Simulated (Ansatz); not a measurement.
Gas-phase reaction in SMILES: CCCCCO → CCC[CH]CO + H atom (the C-H bond at the site shown breaks; other sites are not compared here)
Structures are relaxed separately at B3LYP-D3(BJ)/def2-TZVP in Ansatz (a quantum-chemistry and plane-wave program), one conformer each, not searched for the lowest. Frequencies are from Ansatz.

Wanted: bond dissociation energy (enthalpy at 298 K, with B3LYP-D3(BJ) rigid-rotor harmonic-oscillator terms), in kJ/mol. Cores are frozen in the correlated levels unless marked. UHF or UKS for open shells. Spin-orbit coupling is left out. No relativistic terms. CBS(X,Y): correlation extrapolated as X^-3; Hartree-Fock from the larger set. [CCSD(T)-MP2]/basis is that difference in the basis named.

```
level                                                     program  bond dissociation energy (kJ/mol)
-------------------------------------------------  --------------  ---------------------------------
BLYP/def2-TZVPD                                            Ansatz                              390.0
PBE0/6-31G*                                                Ansatz                                [?]
PBE0-D4/def2-TZVP                                  Ansatz + dftd4                                [?]
BHLYP/def2-TZVPD                                           Ansatz                              399.2
wB97M-V/def2-TZVPD                                         Ansatz                              412.4
B2PLYP-D4/def2-TZVPD                               Ansatz + dftd4                                [?]
RI-MP2/CBS(cc-pVTZ,cc-pVQZ)+[CCSD(T)-MP2]/cc-pVTZ          Ansatz                              419.1
```

Question: Complete the blanks.

Answer: 
- PBE0/6-31G*, bond dissociation energy (kJ/mol): 400.2
- PBE0-D4/def2-TZVP, bond dissociation energy (kJ/mol): 395.2
- B2PLYP-D4/def2-TZVPD, bond dissociation energy (kJ/mol): 403.5
